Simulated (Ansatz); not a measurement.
Gas-phase electronic energies from Ansatz, PBE0-D4/def2-TZVP geometries. CCSD(T)/CBS is the MP2 limit (def2-TZVPP, def2-QZVPP) plus CCSD(T) − MP2 in def2-TZVPP, frozen cores. DFT in def2-TZVPP. For Se outer-core shells are correlated without core-valence functions, which leaves a few kJ/mol of doubt a bond. Scalar relativity is left out up to krypton. Each species was taken in one conformer, which may not be the lowest.

Reaction (isomerisation): `C=CC=[Se]` → `C#CC[SeH]`

`C=CC=[Se]`:

```xyz
8

C     0.942    0.350    0.750
C    -0.251    0.459    0.158
C    -0.810   -0.497   -0.772
Se   -0.093   -2.002   -1.348
H     1.581   -0.505    0.552
H     1.298    1.107    1.437
H    -0.871    1.326    0.374
H    -1.797   -0.238   -1.152
```

`C#CC[SeH]`:

```xyz
8

C     0.091   -1.421    1.573
C     0.151   -0.727    0.596
C     0.209    0.122   -0.567
Se   -0.923    1.711   -0.261
H     0.043   -2.042    2.436
H    -0.166   -0.400   -1.447
H     1.229    0.459   -0.751
H    -0.635    2.299   -1.578
```

```csv
species,LDA (SPW92) energy (Eh)
`C=CC=[Se]`,-2513.75277
`C#CC[SeH]`,-2513.72413
```

Work out ΔE.

ΔE = (-2513.72413) − (-2513.75277) = 0.02864 Eh = +75.2 kJ/mol. CCSD(T)/CBS gives +66.5 kJ/mol.

What do rigid-rotor, harmonic-oscillator terms from PBE0-D4/def2-TZVP frequencies (298.15 K, 1 bar) make of the CCSD(T)/CBS value? (Estimate.)

Ansatz gave: ΔZPE = -10.9 kJ/mol, ΔH = +57.1 kJ/mol, ΔS = 7 J/(mol·K), ΔG = +55.1 kJ/mol.

Largest T1 diagnostic among the species: 0.018.

From BLYP to BHLYP (50 % exact exchange), in def2-TZVPP and without D4, ΔE moves by −11.6 kJ/mol. Leaving LDA and LC-ωPBE aside and taking each functional with its dispersion term where it has one, the values, not all of them listed here, spread over 22.5 kJ/mol, from ωB97M-V to revPBE-D4.
